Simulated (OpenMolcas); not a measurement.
## P I: thermal populations, Slater's ratio, worked from levels

- Program: OpenMolcas
- Basis: ANO-RCC-VDZ [4s3p]
- Scalar Hamiltonian: DKH4, point nucleus
- Active space: 3 electrons in 3 orbitals (3p)
- State averaging: 2S+1 = 4 odd, 1 root; 2S+1 = 2 odd, 8 roots
- Spin-orbit coupling: state interaction with AMFI integrals over the reference wave functions, term energies averaged over their components

Methods: CASSCF; SS-CASPT2, IPEA 0.25 Eh, imaginary shift 0.1 Eh (closed shells correlated: 2s 2p 3s). Measured levels: NIST Handbook of Basic Atomic Spectroscopic Data.

**Thermal populations.** Z = Σ (2J + 1) exp(-E/kT) with k = 0.695035 cm-1/K, over the levels below. No other level of either list lies under 55900 cm-1, which is above 7 kT at each temperature.

```
          Level  2J + 1  SS-CASPT2  measured
3s2 3p3 4S* 3/2       4        0.0       0.0
3s2 3p3 2D* 3/2       4      14710     11361
3s2 3p3 2D* 5/2       6      14720     11377
3s2 3p3 2P* 1/2       2      21350     18723
3s2 3p3 2P* 3/2       4      21360     18748
```

```csv
T (K),"Z, SS-CASPT2","Z, measured levels","Ground level (%), SS-CASPT2","Ground level (%), measured levels"
5000,4.158,4.407,96.2,90.8
8000,4.838,5.500,82.7,72.7
```

At 8000 K, kT = 5560 cm-1, and the computed levels give Z = 4.000 + 0.284 + 0.425 + 0.043 + 0.086 = 4.838.

**Slater's ratio.** With one set of orbitals, p3 has 2D* - 4S* = 9 F2 and 2P* - 2D* = 6 F2 (F2 = F²/25), a ratio of 2/3. Term energies are centres of gravity, weighted by 2J + 1.

| Source | 2D* - 4S* | 2P* - 4S* | F2 from the first | Ratio |
| --- | --- | --- | --- | --- |
| CASSCF | 15294 | 25344 | 1699 | 0.657 |
| SS-CASPT2 | 14715 | 21356 | 1635 | 0.451 |
| measured | 11370 | 18740 | 1263 | 0.648 |

Energies in cm-1. A ratio away from 2/3 shows effects beyond one configuration with one set of orbitals, and in heavier atoms second-order spin-orbit shifts.

Term energies are means over components that CASPT2 splits; among the terms shown or strongly mixed into the levels shown the widest spread is 21 cm-1 (3s2 3p3 2P*, SS-CASPT2). With the s shell closed, the reference lacks s² → p² mixing. Without dynamic correlation excited terms often stand tens of per cent too high (terms of higher spin than the ground term too low), and those without a measured partner can miss by more than the paired ones (holds for CASSCF). Some terms miss by over 15 % even with CASPT2, which points to a basis or an active space too small for the shells correlated (holds for SS-CASPT2). Measured partners are found by configuration, term and J. A level has none where our copy of the source lacks it or the pairing is in doubt (some pairs that miss far off the trend of their configuration count as doubtful), and it then counts in no deviation. Levels of configurations outside the active space are missing.

* marks odd parity.
